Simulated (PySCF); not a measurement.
B3LYP has the VWN-RPA correlation part, as in Gaussian. 

Species: [W(F)6] (charge 0, multiplicity 1).

### Question
Estimate the HOMO, HOMO–LUMO gap and charge on the central atom (Mulliken) that B3LYP-D3(BJ)/def2-TZVP // r2SCAN-D4/def2-SVP (PySCF) returns for this input.

### Answer

| Quantity | Value |
|---|---|
| HOMO | -12.47 eV |
| HOMO–LUMO gap | 7.47 eV |
| charge on the central atom (Mulliken) | 1.84 e |
